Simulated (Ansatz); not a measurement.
## Energy profile

The step: BNH₂F₂ ([NH2][B]([F])[F]) + H₂S → BHSF₂ ([F][B]([F])[SH]) + NH₃ (still joined by a long B–N bond); bonds formed: B1–S6, N2–H5; bonds broken: H5–S6; bonds weakened to dative contacts: B1–N2 (atoms numbered as in the saddle structure below).

| atom | x (Å) | y (Å) | z (Å) |
| --- | --- | --- | --- |
| B1 | -0.6090 | -0.3461 | -0.4012 |
| N2 | 0.5065 | 0.6689 | -0.6292 |
| F3 | -0.3104 | -1.6158 | -0.7139 |
| F4 | -1.8472 | 0.1011 | -0.6494 |
| H5 | 0.4860 | 0.6313 | 0.7688 |
| S6 | -0.3466 | -0.1513 | 1.8474 |
| H7 | 0.2180 | 1.5397 | -1.0567 |
| H8 | 1.3379 | 0.3076 | -1.0781 |
| H9 | 0.5646 | -1.1354 | 1.9124 |

Electronic energies by CCSD(T) at an estimated basis limit (MP2 extrapolated from triple and quadruple zeta, plus CCSD(T) − MP2 in triple zeta), on PBE0-D4/def2-TZVP structures; BNH₄SF₂, closed shell; no counterpoise correction. Program: Ansatz 0.2.0. Basis: def2-TZVPP and def2-QZVPP. Cores are frozen in the correlated methods. Extrapolation: Hartree–Fock as exp(−7.88 √X), correlation as X^−2.97.

(1) Give the profile in kJ/mol, counted from the separated reactants. (Judge from chemistry; the value comes from the calculation.)

No T1 diagnostic of these runs exceeds 0.013.

## Answers

(1) Computed:
```csv
point,kJ/mol
"separated: BNH₂F₂ (linked as [NH2][B]([F])[F]; B1, N2, F3, F4, H7, H8; singlet) + H₂S (H5, S6, H9; singlet)",0.0
start structure,-13.7
saddle,108.8
end structure,-17.9
"separated: BHSF₂ (linked as [F][B]([F])[SH]; B1, F3, F4, S6, H9; singlet) + NH₃ (N2, H5, H7, H8; singlet)",52.4
```

For scale, one of the runs: CCSD(T)/def2-TZVPP, 222 basis functions, launched by `ansatz run in.yaml --threads 4 --pin off --events-out ev --progress --plain --max-ram 9574MiB`. Hardware: 4 CPU threads of an Arm Neoverse V2, shared host. Wall time 76 s; peak host memory 3.7 GiB.
